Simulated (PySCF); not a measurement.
Deuteron quadrupole couplings in `C/C=N\N(C(C)C)C1CC1`

C₈H₁₆N₂.
Cartesian coordinates in Å at the GFN2-xTB level; atoms count from 1:
```
atom  x, y, z in Å
C1     2.7025    0.8648   -0.9032
C2     2.2488   -0.1394    0.1217
N3     1.1115   -0.5173    0.5239
N4    -0.1082   -0.1007    0.1875
C5    -1.1460   -1.0484    0.5900
C6    -1.1028   -1.2364    2.1040
C7    -0.9773   -2.3873   -0.1325
C8    -0.4284    0.8070   -0.8698
C9    -0.1274    2.2670   -0.6855
C10   -1.5413    1.7866   -0.6223
H11    3.6481    0.5341   -1.3296
H12    1.9849    0.9932   -1.7062
H13    2.8708    1.8348   -0.4325
H14    3.0569   -0.6385    0.6471
H15   -2.1067   -0.6081    0.3060
H16   -1.8735   -1.9344    2.4196
H17   -1.2615   -0.2855    2.6063
H18   -0.1291   -1.6210    2.3917
H19   -1.0346   -2.2492   -1.2102
H20   -0.0066   -2.8103    0.1133
H21   -1.7555   -3.0829    0.1700
H22   -0.3503    0.4017   -1.8799
H23    0.3420    2.5606    0.2406
H24    0.1906    2.8413   -1.5427
H25   -2.2081    2.0196   -1.4386
H26   -2.0197    1.7714    0.3447
```

Level: PBE0/pcSseg-1 (PySCF, non-relativistic); Q(2H) = 0.00286 b; rigid geometry, the same for H and D, with no vibrational averaging.

**Question.** Rank these positions by the coupling χzz of a deuteron there, largest first.
A. H15 (methine hydrogen)
B. H22 (methine hydrogen)
C. H16 (methyl hydrogen)
D. H11 (methyl hydrogen)
E. H23 (methylene hydrogen)

**Answer.** E (222 kHz), C (214 kHz), D (210 kHz), B (205 kHz), A (196 kHz).

**Question.** Tabulate Vzz, the asymmetry η and χzz = 234.96 MHz × Q × Vzz for every hydrogen position.

**Answer.** 
```
atom  bonded to  bond length (Å)  Vzz (au)     η  χzz (kHz)
 H11         C1            1.089    0.3124  0.03        210
 H12         C1            1.085    0.3199  0.02        215
 H13         C1            1.091    0.3103  0.01        209
 H14         C2            1.085    0.3170  0.09        213
 H15         C5            1.094    0.2918  0.05        196
 H16         C6            1.087    0.3185  0.03        214
 H17         C6            1.087    0.3179  0.02        214
 H18         C6            1.086    0.3145  0.03        211
 H19         C7            1.088    0.3166  0.02        213
 H20         C7            1.087    0.3132  0.01        210
 H21         C7            1.087    0.3182  0.02        214
 H22         C8            1.091    0.3053  0.10        205
 H23         C9            1.079    0.3310  0.06        222
 H24         C9            1.080    0.3308  0.06        222
 H25        C10            1.079    0.3314  0.07        223
 H26        C10            1.079    0.3317  0.06        223
```

**Question.** How does χzz go with the bond length over the 16 C–H bonds?

**Answer.** A straight-line fit has a slope of -14.7 kHz for each 0.01 Å, with a correlation coefficient of -0.96, over lengths from 1.079 to 1.094 Å. The longer bonds have the smaller couplings here.

One conformer (not necessarily the lowest) at the GFN2-xTB geometry, without solvent, vibrations or thermal averaging. GFN2-xTB bond lengths can be off by several hundredths of an ångström, more for odd bonds, and the gradients follow them. With a basis this small, the couplings can be 20 % off.
